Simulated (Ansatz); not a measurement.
ClF2H2NSn (`[NH2][Sn]([F])([F])[Cl]`) at its PBE0-D4/def2-TZVP geometry, where that method's forces vanish. Total charge 0; spin multiplicity 1. Sn: def2 effective core potential.

```xyz
7

N     0.7104   -1.0628   -0.4508
Sn   -0.2931    0.4419    0.3678
F     0.2958    0.7191    2.1445
F     0.0646    2.1231   -0.4441
Cl   -2.5481    0.0893    0.3969
H     0.1734   -1.5364   -1.1671
H     1.5969   -0.7741   -0.8471
```

Question: What forces (eV/Å) does r2SCAN-D4/def2-TZVPP give on these atoms in the Gaussian-basis code of Ansatz? (Best estimate.)

Answer: The calculation gave: 
```
N1   0.082 -0.171  0.035
Sn2 -0.035 -0.002 -0.042
F3   0.046  0.018  0.123
F4   0.033  0.143 -0.053
Cl5 -0.124 -0.025  0.008
H6  -0.004  0.016 -0.037
H7   0.002  0.021 -0.035
```
